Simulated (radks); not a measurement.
Charge is removed step by step from the 5p (averaged over the sub-levels emptied) level of Lu, starting from [Xe] 4f14 5d1 6s2. All-electron calculation, Dirac Kohn-Sham, PBE, spin-unpolarised, spherical densities, point nucleus; open shells are shared between the two j in proportion to 2j + 1. Program: a radial shooting solver on a logarithmic mesh with Libxc functionals.

| removed (e) | E - E(0) (eV) | eigenvalue (eV) | E minus straight line (eV) |
|---|---|---|---|
| 0 | 0.000 | -32.002 | 0.000 |
| 0.25 | 8.315 | -34.558 | -1.041 |
| 0.5 | 17.296 | -37.320 | -1.416 |
| 0.75 | 26.987 | -40.236 | -1.081 |
| 1 | 37.424 | -43.276 | 0.000 |

Removing the whole electron costs 37.424 eV by Delta-SCF, against 32.002 eV from minus the eigenvalue at the starting occupation. Slater's transition state (half an electron removed) gives 37.320 eV. Integrating minus the eigenvalue over the occupation (Janak's theorem) gives 37.424 eV. The mean slope of the eigenvalue, de/dn, is 11.3 eV per electron.
